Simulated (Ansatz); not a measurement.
The cluster Sr2O3⁺. The state is a doublet with charge 1. Geometry PBE0-D4/def2-SVP, that of the neutral singlet; atoms count from 1.

```xyz
5

Sr   -1.073    1.036    0.708
Sr    0.562   -1.388   -0.696
O     1.168    0.413    0.648
O     0.780    0.929   -0.696
O    -1.437   -0.990    0.035
```

In the def2 sets Sr takes a core potential; there is no spin–orbit coupling. The structure holds one bond between oxygen atoms, so isomers without such links may lie far lower. The structure comes from a short search, and lower isomers may exist.

Estimate the Mulliken populations from the PBE0/def2-TZVP orbitals of Ansatz.


```
atom  charge (e)  spin (α − β)
 Sr1        1.44         -0.06
 Sr2        1.44         -0.06
  O3       -0.50          0.26
  O4       -0.50          0.26
  O5       -0.87          0.60
```
Mulliken values depend strongly on the basis.

Where does the spin sit?

Summed by element: Sr -0.12, O 1.12, of 1 unpaired in all. Largest on single atoms: O5 0.60, O3 0.26, O4 0.26.

And the Mayer bond orders between heavy atoms (over 0.3)?

Sr1–O5 0.48 (2.17 Å); Sr2–O5 0.48 (2.17 Å); O3–O4 0.91 (1.49 Å).
